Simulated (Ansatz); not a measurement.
FH5O2Si2, SMILES `O[SiH2][SiH](O)F`. Total charge 0; spin multiplicity 1. The geometry is a stationary point of PBE0-D4/def2-TZVP. It is one conformer, not always the lowest.

```xyz
10

O     0.218    2.081   -0.375
Si    1.138    0.807    0.132
Si   -0.224   -1.104   -0.010
O    -1.720   -0.420    0.011
F    -0.012   -1.906   -1.381
H    -0.731    1.949   -0.317
H     1.589    0.980    1.542
H     2.343    0.726   -0.731
H    -0.105   -2.135    1.056
H    -2.497   -0.978    0.074
```

What is the dipole moment at B3LYP/def2-TZVPP? (An estimate is asked.)

Computed: 2.44 D, with components (-1.76, -1.03, 1.34) D in this frame, pointing from negative to positive charge.

And with PBE, r2SCAN, ωB97M-V? (Estimate.)

The calculation gave: PBE 2.36 D, r2SCAN 2.42 D, ωB97M-V 2.45 D.

Give the Mulliken charges with B3LYP, ωB97M-V, r2SCAN in def2-TZVPP. (Best estimate.)

Ansatz gave: 
```json
{"atom": "O1", "B3LYP": "-0.40", "ωB97M-V": "-0.39", "r2SCAN": "-0.42"}
{"atom": "Si2", "B3LYP": "0.38", "ωB97M-V": "0.30", "r2SCAN": "0.40"}
{"atom": "Si3", "B3LYP": "0.62", "ωB97M-V": "0.57", "r2SCAN": "0.64"}
{"atom": "O4", "B3LYP": "-0.40", "ωB97M-V": "-0.39", "r2SCAN": "-0.43"}
{"atom": "F5", "B3LYP": "-0.32", "ωB97M-V": "-0.31", "r2SCAN": "-0.32"}
{"atom": "H6", "B3LYP": "0.20", "ωB97M-V": "0.19", "r2SCAN": "0.21"}
{"atom": "H7", "B3LYP": "-0.09", "ωB97M-V": "-0.05", "r2SCAN": "-0.10"}
{"atom": "H8", "B3LYP": "-0.07", "ωB97M-V": "-0.03", "r2SCAN": "-0.08"}
{"atom": "H9", "B3LYP": "-0.11", "ωB97M-V": "-0.06", "r2SCAN": "-0.11"}
{"atom": "H10", "B3LYP": "0.19", "ωB97M-V": "0.18", "r2SCAN": "0.21"}
```

B3LYP here is the variant with VWN-RPA as its local correlation; programs differ in this.
